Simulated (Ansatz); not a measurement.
Z-matrix (Å, degrees):
```
Y
F 1 2.0086
F 1 2.0086 2 125.05
N 1 2.1377 2 117.39 3 -177.73
H 4 1.0223 1 127.54 2 178.39
H 4 1.0224 5 105.23 1 179.41
```
Charge 0, multiplicity 1.

Method: frozen-core CCSD(T)/def2-TZVPP // r2SCAN-D4/def2-SVP run with Ansatz (an electronic-structure program).

```json
{
  "HF energy": "-292.71172 Ha",
  "MP2 correlation energy": "-0.98379 Ha"
}
```

### Question
Estimate the CCSD correlation energy, the (T) correction, the total energy and the T1 diagnostic.

### Answer

```yaml
CCSD correlation energy: -0.98865 Ha
"(T) correction": -0.03230 Ha
CCSD(T) total energy: -293.73267 Ha
T1 diagnostic: 0.014
```
